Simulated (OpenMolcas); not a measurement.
What dynamic correlation does to the levels of Ru2+

| Quantity | Value |
| --- | --- |
| Program | OpenMolcas |
| Basis | ANO-RCC-VQZP [8s7p5d3f2g1h] |
| Scalar Hamiltonian | DKH2, point nucleus |
| Active space | 6 electrons in 5 orbitals (4d) |
| State averaging | 2S+1 = 5 even, 5 roots; 2S+1 = 3 even, 45 roots; 2S+1 = 1 even, 50 roots |
| Spin-orbit coupling | RASSI with atomic mean-field integrals over the reference wave functions, term energies averaged over their components |

Methods on the same reference wave functions:
A. CASSCF
B. SS-CASPT2, IPEA 0.25 Eh, imaginary shift 0.1 Eh (closed shells correlated: 4s 4p)
C. MS-CASPT2, IPEA 0.25 Eh, imaginary shift 0.1 Eh (closed shells correlated: 4s 4p)

Energies in cm-1 above 4d6 5D4, the measured ground level; measured values from Moore, Atomic Energy Levels, vol. III, NSRDS-NBS 35 (1971 reprint of NBS Circular 467, 1958).

```
            Level      A      B      C  Measured
          4d6 5D4    0.0    0.0    0.0       0.0
          4d6 5D3   1156   1172   1171      1159
          4d6 5D2   1873   1861   1862      1826
          4d6 5D1   2332   2310   2310      2266
          4d6 5D0   2554   2530   2530      2476
          4d6 3H6  17772  15600  15590          
          4d6 3H5  18180  15850  15850          
       4d6 3P2(1)  18957  15350  15340          
4d6 3F4(1) [54 %]  20236  17320  17330          
       4d6 3F3(1)  20685  17380  17380          
       4d6 3F2(1)  21235  17920  17900          
       4d6 3P1(1)  22288  18690  18660          
          4d6 3G5  22545  19220  19220          
       4d6 3P0(1)  23126  19370  19350          
          4d6 3G4  23673  20230  20220          
          4d6 3G3  23984  20500  20490          
          4d6 1I6  27238  24040  24040          
          4d6 3D2  28488  23030  23040          
          4d6 3D1  28615  23190  23200          
          4d6 3D3  28845  23370  23370          
       4d6 1G4(1)  29301  25390  25390          
       4d6 1S0(1)  33711  28150  28100          
       4d6 1D2(1)  35300  29440  29430          
          4d6 1F3  39635  32310  32310
```

Deviations, from unrounded energies. A percentage is the sum of absolute deviations over the sum of measured energies, with the sign that they share, or ± where signs differ.

```csv
Against measurement,Levels,A,B,C
mean absolute deviation (cm-1),4,49,36,38
fine structure of the ground term (%),4,±2.5,+1.9,+1.9
```

B, C lie about equally close to measurement and A furthest from it. The largest miss of B in the table is 4d6 5D0, by +52 cm-1. The ranking rests on the paired levels alone, and a cruder setting can come out closer through cancelling errors.

Between B and C the level of the table that moves most is 4d6 1S0(1), by 52 cm-1 (lowest in C, highest in B). Moves below CASPT2's spread within the term are not significant.

The two smallest mean deviations differ by little beside CASPT2's spread within terms, so their order carries little weight.

From A to B the spin-free energies of the other terms of 4d6 shown, above 5D, scale by factors of 0.80 to 0.87, as is usual when dynamic correlation screens the repulsion within a d or f shell.

The lowest spin-free term lies below A's lowest term by 0.474 hartree in B, 0.474 hartree in C.

CASPT2 does not keep the components of a term degenerate, so their means are used; among the terms shown or strongly mixed into the levels shown the widest spread is 1600 cm-1 (4d6 1I, C). Levels of configurations with an s electron are missing; early in the row they begin among the upper levels of the d shell and mix with terms of their name. Without dynamic correlation excited terms often stand tens of per cent too high (terms of higher spin than the ground term too low), and those without a measured partner can miss by more than the paired ones (holds for A). The CASPT2 spread within a term exceeds the gap to the next term for 4d6 3D and 4d6 1I, 4d6 1I and 4d6 1G(1), so the order of their levels is uncertain (holds for C). Measured partners are found by configuration, term and J. A level has none where our copy of the source lacks it or the pairing is in doubt (some pairs that miss far off the trend of their configuration count as doubtful), and it then counts in no deviation. Only configurations of the active space appear. Levels that lie high or do not pair safely by name in every column are left out.

A share in square brackets marks a mixed level and gives the weight of the term that names it, the lowest over the columns. A number in round brackets counts repeated terms of one configuration in the order of the reference energies.
